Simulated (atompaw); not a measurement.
How hard is this indium PAW (atompaw) potential?

```json
{"Element": "In (Z = 49)", "Generator": "atompaw 4.2.0.5", "Type": "PAW", "Functional": "PBE", "Relativity": "scalar-relativistic", "Frozen core": "[Kr]", "Valence charge": "13", "Reference configuration": "4d10 5s2 5p0.75 (charge +0.25)", "Partial waves": "5s (bound): rc 2.80 bohr; 5s channel at 1.5 Ry: rc 2.80 bohr; 5p (bound): rc 2.80 bohr; 5p channel at 0.05 Ry: rc 2.80 bohr; 4d (bound): rc 1.50 bohr; 4d channel at -0.95 Ry: rc 1.50 bohr", "Local potential": "vpsmatchnc scheme with l = 3 at 0 Ry, radius 2.75 bohr", "Core correction": "smooth core density matched at 2.10 bohr", "Augmentation charge": "sinc compensation charge, radius 2.40 bohr; PAW radius 2.80 bohr; waves and projectors: custom rrkj vanderbiltortho"}
```

The pseudo-atom Hamiltonian at the reference potential is diagonalised in spherical Bessel functions j_l(qr) that vanish at 20 bohr, with q² up to the cutoff. All-electron valence levels (Ry): 5s -0.7167, 5p -0.2841, 4d -1.4919.

Problem. How do the lowest levels (Ry) of each channel move with the cutoff, and are there ghosts?

Solution.

```tsv
cutoff (Ry)	s #1	s #2	p #1	d #1	f #1	f #2	Σ f·Δε (mRy)
8	-0.7167	-0.0810	-0.2840	-0.0572	0.0643	0.1772	14347.1
15	-2.4323	-0.7167	-0.2842	-0.3953	0.0643	0.1772	10965.8
21	-4.4559	-0.7167	-0.2842	-1.0566	0.0643	0.1772	4352.8
35	-5.2513	-0.7167	-0.2842	-1.4619	0.0643	0.1772	300.3
45	-5.3242	-0.7167	-0.2842	-1.4897	0.0643	0.1772	22.2
60	-5.3364	-0.7167	-0.2842	-1.4910	0.0643	0.1772	8.6
80	-5.3377	-0.7167	-0.2842	-1.4917	0.0643	0.1772	1.4
110	-5.3377	-0.7167	-0.2842	-1.4918	0.0643	0.1772	0.6
400	-5.3377	-0.7167	-0.2842	-1.4919	0.0643	0.1772	0.0
```

Result: ghost state, extra bound levels that the all-electron valence spectrum of the same l lacks: s at -72.6 eV (a true bound ghost makes a file unfit for plane-wave use); 10 mRy is reached at 55 Ry and 1 mRy at 90 Ry.
